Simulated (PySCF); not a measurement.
Compound: C7H13O (charge +1).
Numbering: `[CH2:1]=[C:2]([CH3:3])[CH+:4][CH2:5][O:6][CH2:7][CH3:8]` (hydrogens: H9, H10 on C1; H11, H12, H13 on C3; H14 on C4; H15, H16 on C5; H17, H18 on C7; H19, H20, H21 on C8)

Structure optimised with GFN2-xTB, isolated species.

Question: What internal coordinates does the optimisation give?

Answer: 
| bond | length (Å) |
| --- | --- |
| C1=C2 | 1.370 |
| C2–C3 | 1.491 |
| C2–C4 | 1.406 |
| C4–C5 | 1.449 |
| C5–O6 | 1.372 |
| O6–C7 | 1.426 |
| C7–C8 | 1.522 |
| C1–H9 | 1.079 |
| C1–H10 | 1.079 |
| C3–H11, C3–H12, C3–H13 | 1.087 |
| C4–H14 | 1.084 |
| C5–H15, C5–H16 | 1.116 |
| C7–H17, C7–H18 | 1.094 |
| C8–H19, C8–H20, C8–H21 | 1.087 |

Bonds in one row agree within 0.01 Å and their mean is given. A selection of angles:
| angle | degrees |
| --- | --- |
| C1–C2–C3 | 121.2 |
| C1–C2–C4 | 116.9 |
| C3–C2–C4 | 121.9 |
| C2–C4–C5 | 128.7 |
| C4–C5–O6 | 118.0 |
| C5–O6–C7 | 115.6 |
| O6–C7–C8 | 112.5 |

Torsions: C1–C2–C4–C5 178° (antiperiplanar); C2–C4–C5–O6 -7° (synperiplanar); C4–C5–O6–C7 180° (antiperiplanar); C5–O6–C7–C8 -77° (synclinal). The mirror-image conformer, all signs reversed, is as good.

C4 (carbon bonded to 2 C and H) is planar (angles 128.7°, 117.3° and 114.0°, sum 360.0°, 0.00 Å off the plane of its three neighbours). Of the pairs four or more bonds apart, C3···O6 is among the closest relative to their van der Waals radii: 2.80 Å, 87 % of the sum of Bondi's values. The C–O distances run from 1.372 Å (C5–O6, drawn single) to 1.426 Å (O6–C7, drawn single), a spread of 0.054 Å. C1 (carbon bonded to C and 2 H) is planar (angles 122.3°, 121.0° and 116.7°, sum 360.0°, 0.01 Å off the plane of its three neighbours). The C–C distances run from 1.370 Å (C1=C2, drawn double in one of several resonance forms) to 1.522 Å (C7–C8, drawn single), a spread of 0.152 Å. C2 (carbon bonded to 3 C) is planar (angles 121.9°, 121.2° and 116.9°, sum 360.0°, 0.00 Å off the plane of its three neighbours).

Point group: C1 (no symmetry element, even within 0.4 Å). Whether it is a minimum is left open (no frequencies).

These are computed values.
